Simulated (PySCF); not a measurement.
# Molecular orbitals of NdB

PBE0 at R = 2.341 Å; Nd x2c-SVPall, B x2c-SVPall; spin-free X2C with a Gaussian nucleus (PySCF 2.14). State: octet, about 3.7 electrons in the 4f shell (Mulliken), real f orbitals that mix terms. Only the outer orbitals are listed, counted within each symmetry.

```json
{"spin": "α", "orbital": "13σ", "occ.": "1", "ε (eV)": "-9.88", "on Nd (%)": "18", "main shells (%)": "82 B s"}
{"spin": "α", "orbital": "14σ", "occ.": "1", "ε (eV)": "-6.11", "on Nd (%)": "97", "main shells (%)": "96 Nd f"}
{"spin": "α", "orbital": "1φ", "occ.": "1", "ε (eV)": "-5.91", "on Nd (%)": "100", "main shells (%)": "100 Nd f"}
{"spin": "α", "orbital": "3δ", "occ.": "1", "ε (eV)": "-5.77", "on Nd (%)": "100", "main shells (%)": "100 Nd f"}
{"spin": "α", "orbital": "7π", "occ.": "1", "ε (eV)": "-4.52", "on Nd (%)": "43", "main shells (%)": "57 B p, 38 Nd d"}
{"spin": "α", "orbital": "7π", "occ.": "1", "ε (eV)": "-4.52", "on Nd (%)": "43", "main shells (%)": "57 B p, 38 Nd d"}
{"spin": "α", "orbital": "15σ", "occ.": "1", "ε (eV)": "-4.33", "on Nd (%)": "61", "main shells (%)": "37 Nd f, 34 B p, 20 Nd d"}
{"spin": "α", "orbital": "16σ", "occ.": "1", "ε (eV)": "-4.03", "on Nd (%)": "87", "main shells (%)": "51 Nd s, 28 Nd f, 12 B p"}
{"spin": "α", "orbital": "17σ", "occ.": "0", "ε (eV)": "-1.91", "on Nd (%)": "89", "main shells (%)": "34 Nd f, 28 Nd s, 23 Nd d"}
{"spin": "α", "orbital": "4δ", "occ.": "0", "ε (eV)": "-0.97", "on Nd (%)": "100", "main shells (%)": "100 Nd d"}
{"spin": "α", "orbital": "3δ", "occ.": "0", "ε (eV)": "-0.97", "on Nd (%)": "100", "main shells (%)": "99 Nd d"}
{"spin": "β", "orbital": "6π", "occ.": "1", "ε (eV)": "-22.61", "on Nd (%)": "100", "main shells (%)": "100 Nd p"}
{"spin": "β", "orbital": "12σ", "occ.": "1", "ε (eV)": "-22.55", "on Nd (%)": "98", "main shells (%)": "98 Nd p"}
{"spin": "β", "orbital": "6π", "occ.": "1", "ε (eV)": "-22.54", "on Nd (%)": "100", "main shells (%)": "100 Nd p"}
{"spin": "β", "orbital": "13σ", "occ.": "1", "ε (eV)": "-7.31", "on Nd (%)": "22", "main shells (%)": "76 B s, 10 Nd d, 8 Nd s"}
{"spin": "β", "orbital": "14σ", "occ.": "0", "ε (eV)": "-1.53", "on Nd (%)": "95", "main shells (%)": "74 Nd s, 12 Nd p, 8 Nd d"}
{"spin": "β", "orbital": "7π", "occ.": "0", "ε (eV)": "-0.97", "on Nd (%)": "58", "main shells (%)": "55 Nd d, 42 B p"}
{"spin": "β", "orbital": "7π", "occ.": "0", "ε (eV)": "-0.93", "on Nd (%)": "57", "main shells (%)": "53 Nd d, 42 B p"}
```

Question: Which are the highest filled and the lowest empty level, where do they sit, and how wide is the gap?

Answer: Highest filled α 16σ at -4.03 eV (in %: 51 Nd s, 28 Nd f, 12 B p); lowest empty α 17σ at -1.91 eV (in %: 34 Nd f, 28 Nd s, 23 Nd d); the gap at PBE0 is 2.12 eV.

* bond order (Mayer): 1.96
* ⟨S²⟩: 15.754
* charge on Nd (Mulliken, basis-dependent): 0.32
* charge on Nd (Löwdin, basis-dependent): 0.17
* dipole moment (positive dipole means Nd(−)B(+)): -5.19 D
* polarisability along the bond: 209.2 bohr³
* polarisability across the bond: 115.2 bohr³

Spin–orbit coupling is left out. The state is the lowest single determinant that the PBE0 search found; with open d or f shells the true ground state can be another one.
